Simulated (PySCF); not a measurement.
Compound: C4H3F3N2S.
Numbering: `[CH3:1][c:2]1[s:3][n:4][n:5][c:6]1[C:7]([F:8])([F:9])[F:10]`

NICS = −σ at a ghost point: NICS(0) at the centroid of the ring atoms, NICS(1) 1 Å to either side along the normal of their mean plane, zz for the tensor component along that normal. Level: GIAO PBE0/pcSseg-1 (PySCF, non-relativistic, gas phase) on the GFN2-xTB geometry, one conformer.

Ring bond lengths (Å), with Mayer bond orders in brackets: C2–S3 1.716 (1.30), S3–N4 1.658 (1.11), N4–N5 1.250 (1.57), N5–C6 1.343 (1.26), C6–C2 1.385 (1.32).

Problem. What do the NICS probes read (ppm)?

Solution. 
```tsv
ring	type	NICS(0)	NICS(1), two faces	NICS(1)zz, two faces	rms pucker (Å)	centre to ring atoms, mean (Å)
C2–S3–N4–N5–C6	5-membered ring with 2 N and S; formal bonds all aromatic	-11.4	-12.7 / -12.8	-29.4 / -29.7	0.00	1.25
```

Problem. What do they say, and how far can they be read as aromaticity?

Solution. 
- C2–S3–N4–N5–C6: mean NICS(1)zz -29.5 ppm, shielded. For a flat ring without four-coordinate atoms the NICS criterion counts such a value as aromatic.

Problem. What field does 9.4 T along the ring normal induce along that normal at the second NICS(1) probe listed for ring C2–S3–N4–N5–C6, 1 Å off the ring?

Solution. NICSzz × B0 = -29.7 ppm × 9.4 T = -279 μT, against the applied field.

Problem. What are the shieldings of the ring atoms and their hydrogens in the same run (means over atoms taken as equivalent)?

Solution. 
```
atoms                  environment  σ isotropic (ppm)
   C2  substituted aromatic carbon               14.7
   S3                  ring sulfur              -65.5
   N4       pyridine-type nitrogen             -182.5
   N5       pyridine-type nitrogen             -207.3
   C6  substituted aromatic carbon               34.5
```

Shape of the structure used: `[CH3:1][c:2]1[s:3][n:4][n:5][c:6]1[C:7]([F:8])([F:9])[F:10]`: N5–C6–C7–F8 120°.
